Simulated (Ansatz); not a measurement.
H6NSi2, SMILES [SiH3][N][SiH3] (connectivity only; charge and spin as stated), charge -1, multiplicity 1.

Geometry: PBE0-D3(BJ)/def2-SVPD. The spin state was assumed, not searched. The isomer is the one that the SMILES or the coordinates give; other isomers of the formula were not compared.

Two levels are set side by side: PBE/def2-SVPD (Ansatz, a first-principles code) and CAM-B3LYP/def2-SVPD (Ansatz). Energy differences of separate SCF runs at the same geometry; the states with an electron removed or added have multiplicity 2. Differences are taken from unrounded values.

```csv
quantity,CAM-B3LYP,PBE,PBE minus CAM-B3LYP
vertical ionisation energy (eV),3.25,3.14,-0.11
vertical singlet–triplet gap (eV),4.69,4.31,-0.39
```
